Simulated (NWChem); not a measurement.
SF, doublet; SMILES F[S]

Results from NWChem. Spin-unrestricted. The state is orbitally degenerate and is run as one real component. Geometry: optimised at PBE-D3(BJ)/def2-SVP, spin-unrestricted. No stability test was run on the SCF state. Level: M06-2X/def2-SVP with COSMO at NWChem's default radii, gas-phase geometry; the question gives the dielectric constant. Reactions with the solvent are ignored.

**Question.** What does the run give for dielectric constant 4.8? Quantities: electrostatic solvation energy (kcal/mol); dipole in solution (D).

**Answer.** 
```yaml
electrostatic solvation energy (kcal/mol): -1.5
dipole in solution (D): 1.47
```
